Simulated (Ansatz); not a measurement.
Gas-phase electronic energies from Ansatz, PBE0-D4/def2-TZVP geometries. CCSD(T)/CBS adds triple-zeta CCSD(T) − MP2 to the extrapolated MP2 energy (def2 sets, frozen cores). This one scheme is used for every species. Functionals use def2-TZVPP. B3LYP here is the variant with VWN-RPA as its local correlation; programs differ in this. Triplets are unrestricted, without spin–orbit coupling. Each species was taken in one conformer, which may not be the lowest.

`CCC(C)C(=O)OC` → `CCCC(=O)OC` + `[CH2]` (triplet)  (formal loss of a carbene)

`CCC(C)C(=O)OC`:

```xyz
20

C    -1.623   -1.730    0.484
C    -0.995   -0.614    1.300
C     0.330   -0.121    0.734
C     0.985    0.915    1.646
C     0.130    0.510   -0.623
O    -0.795    1.213   -0.930
O     1.143    0.229   -1.454
C     1.066    0.844   -2.735
H    -1.858   -1.393   -0.529
H    -2.554   -2.075    0.938
H    -0.952   -2.591    0.406
H    -0.818   -0.956    2.325
H    -1.682    0.234    1.362
H     1.015   -0.965    0.608
H     1.941    1.256    1.244
H     0.333    1.783    1.767
H     1.166    0.484    2.633
H     0.161    0.529   -3.258
H     1.054    1.930   -2.640
H     1.951    0.518   -3.277
```

`CCCC(=O)OC`:

Cartesian coordinates in Å:
```
C -0.437 -1.684 2.298
C -0.665 -0.474 1.409
C 0.223 -0.492 0.181
C 0.021 0.693 -0.720
O -0.748 1.596 -0.529
O 0.824 0.625 -1.792
C 0.707 1.708 -2.708
H -0.644 -2.615 1.763
H 0.598 -1.730 2.649
H -1.083 -1.656 3.177
H -1.711 -0.427 1.094
H -0.482 0.447 1.969
H 0.056 -1.395 -0.417
H 1.283 -0.522 0.457
H 1.415 1.500 -3.507
H -0.308 1.771 -3.104
H 0.951 2.654 -2.220
```

`[CH2]` (triplet):

Z-matrix (Å, degrees):
```
C
H 1 1.079
H 1 1.079 2 134.9
```

| level | ΔE (kJ/mol) | difference from CCSD(T)/CBS |
| --- | --- | --- |
| PBE-D4 | 444.0 | 2.6 |
| r2SCAN-D4 | 415.9 | -25.5 |
| B2PLYP | 426.8 | -14.6 |
| B3LYP | 414.7 | -26.7 |
| SCS-MP2/def2-TZVPP | 444.2 | 2.8 |
| HF/def2-QZVPP | 283.9 | -157.5 |
| SCS-MP2/def2-QZVPP | 451.3 | 9.9 |
| HF/CBS(def2) | 283.9 | -157.5 |
| MP2/CBS(def2) | 456.4 | 15.0 |
| CCSD/CBS(def2) | 428.3 | -13.1 |
| CCSD(T)/CBS | 441.4 | 0 |

Largest T1 diagnostic among the species: 0.013.

In def2-TZVPP, CCSD(T) changes the Hartree–Fock value by +147.1 kJ/mol (the triples alone add +13.1 kJ/mol) and MP2 by +162.1 kJ/mol. The D4 term adds +16.2 kJ/mol with B3LYP and +9.2 kJ/mol with PBE0; it sums over pairs of atoms, weighted by their polarisabilities, and B3LYP, whose exchange is more repulsive, gets the larger term.

CCSD(T)/CBS has its own doubt, a few kJ/mol and more with outer-core shells, so smaller differences from it don't rank the levels.
